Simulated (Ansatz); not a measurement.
Total energies of `C[N]=[Mo](=[O])([OH])[N](C)C`.

Cartesian coordinates in Å:
```
C -0.095 0.346 3.084
N 0.240 0.532 1.717
Mo -0.142 1.091 0.123
O -1.716 1.704 0.021
O 1.156 2.413 -0.337
N 0.015 -0.457 -1.014
C -0.598 -0.419 -2.323
C 0.636 -1.723 -0.713
H 0.014 -0.711 3.352
H 0.587 0.918 3.722
H -1.124 0.654 3.303
H 0.916 3.079 -0.987
H -1.104 0.533 -2.495
H -1.346 -1.216 -2.427
H 0.153 -0.553 -3.112
H 1.052 -1.712 0.293
H -0.092 -2.542 -0.787
H 1.448 -1.936 -1.421
```

Charge 0, multiplicity 1. Correlated methods include outer-core shells of Mo, which these sets cover unevenly. Mo takes the def2 core potential. The geometry is a stationary point of PBE0-D4/def2-TZVP. It is one conformer, not always the lowest. Basis def2-TZVPP, Ansatz 0.2.0.

RPA on PBE orbitals: Hartree–Fock energy of these orbitals -445.65051 Eh, correlation -3.06060 Eh (frozen core).

```json
{"functional": "B3LYP", "energy without D4 (Eh)": "-448.81567", "D4 term (kJ/mol)": "-75.1"}
{"functional": "r2SCANh", "energy without D4 (Eh)": "-448.57704", "D4 term (kJ/mol)": "-13.5"}
```

Q: Give the same for LDA (SPW92), PBE, revPBE, BLYP, r2SCAN, B97M-V, PBE0, r2SCAN0, HSE06 (plane-wave form), BHLYP, CAM-B3LYP, LC-ωPBE, ωB97X-V, ωB97M-V, B2PLYP, PBE-QIDH. (Estimate.)

A: Ansatz gave: 
```tsv
functional	energy without D4 (Eh)	D4 term (kJ/mol)
LDA (SPW92)	-445.61174	–
PBE	-448.38720	-47.2
revPBE	-448.74578	-136.8
BLYP	-448.66794	-100.9
r2SCAN	-448.63257	-12.7
B97M-V	-448.73510	–
PBE0	-448.33153	-40.5
r2SCAN0	-448.49650	-14.8
HSE06 (plane-wave form)	-448.31204	-37.9
BHLYP	-448.40691	-58.1
CAM-B3LYP	-448.56099	-41.4
LC-ωPBE	-448.54239	–
ωB97X-V	-448.60694	–
ωB97M-V	-448.52198	–
B2PLYP	-448.42160	–
PBE-QIDH	-448.22471	–
```

B3LYP takes the VWN-RPA correlation (the form of Gaussian; ORCA's B3LYP/G). HSE06 is the plane-wave form, built on full-range PBE exchange. The double hybrids freeze the cores in their second-order part.

LC-ωPBE has ω = 0.4 bohr⁻¹.
